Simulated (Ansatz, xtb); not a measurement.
## Two isomers of C4H4BrFO

Structure I: `F[C@@H]1OCC=C1Br`, a singlet. Structure II: `F[C@@H]1OC=C[C@H]1Br`, a singlet. Both are isolated molecules in the gas phase, relaxed with PBE0-D3(BJ)/def2-SVP; the shapes shown needn't be the lowest conformers.

I (Å):

```xyz
11

C    -0.7559   -0.2686   -1.7273
C     1.0242   -1.3857   -2.6653
C     1.5465   -0.5295   -1.5583
C     0.5215    0.1495   -1.0454
Br    0.5193    1.3541    0.3692
F    -1.5193   -1.0050   -0.8561
O    -0.3421   -1.0353   -2.7916
H    -1.3942    0.5587   -2.0800
H     1.5267   -1.1912   -3.6283
H     1.1371   -2.4633   -2.4410
H     2.5864   -0.4987   -1.2332
```

II (Å):

```tsv
atom	x (Å)	y (Å)	z (Å)
C	-0.0463	0.2204	-1.0911
C	1.8789	-0.7018	-1.7053
C	1.0306	-1.2066	-2.6082
C	-0.3370	-0.8086	-2.1932
Br	-1.3665	-2.3321	-1.4871
F	-0.1747	1.4698	-1.6146
O	1.2882	0.0289	-0.7234
H	-0.6836	0.1461	-0.1991
H	2.9617	-0.7944	-1.6249
H	1.2788	-1.8320	-3.4620
H	-0.9739	-0.3700	-2.9708
```

Energies in hartree; the thermal terms are from GFN2-xTB frequencies at re-optimised GFN2-xTB minima (ideal gas, soft modes damped towards free rotors, one conformer each, 298.15 K, 1 atm) and include the zero-point energy:

```
                               I            II
E, CCSD(T)/def2-SVP  −2901.100281  −2901.106493
    E, MP2/def2-SVP  −2901.029123  −2901.035598
  E, MP2/def2-TZVPP  −2902.009902  −2902.015681
  zero-point energy      0.072108      0.072475
       H(298 K) − E      0.079556      0.079784
       G(298 K) − E      0.039998      0.040415
```

**Question.** Correct the CCSD(T) difference for the basis set by the MP2 change, then work out ΔE, ΔE₀, ΔH and ΔG for I → II in kJ/mol (1 Eh = 2625.50 kJ/mol) and the equilibrium ratio [II]/[I].

**Answer.** 1. Differences II − I: CCSD(T) −0.006212, MP2 in the small set −0.006475, MP2 in the large set −0.005779 Eh.
2. ΔE = −0.006212 + (−0.005779 − (−0.006475)) = −0.005516 Eh = −14.48 kJ/mol.
3. ΔE₀ = ΔE + ΔZPE = −0.005516 + (+0.000367) Eh = −13.52 kJ/mol.
4. ΔH = ΔE + (+0.000228) Eh = −13.88 kJ/mol.
5. ΔG = ΔE + (+0.000417) Eh = −13.39 kJ/mol, so ΔS = (ΔH − ΔG)/T = −1.7 J/(mol K).
6. kT = 0.9442 mEh, so K = [II]/[I] = exp(−ΔG/kT) = exp(+5.40) ≈ 220.

Structure II is favoured at this temperature. An error of 4 kJ/mol in ΔG would change K by a factor of 5. HF/STO-3G found them nearly level. Mirror images and further conformers aren't counted.

As drawn, both hold the same kinds of bond in the same numbers.

Other levels gave ΔE = −19.8 (GFN2-xTB); −1.6 (HF/STO-3G, GFN2-xTB geometries); −18.0 (r2SCAN-D4/def2-SVP, GFN2-xTB geometries); −16.9 (PBE0-D3(BJ)/def2-SVP); −11.2 (HF/def2-SVP); −17.0 (MP2/def2-SVP); −16.3 (CCSD(T)/def2-SVP) kJ/mol. The correlated steps freeze 15 core orbitals; the filled d shell of Br is correlated, in a basis made for valence electrons. Programs: Ansatz 0.2.0, xtb 6.7.1.
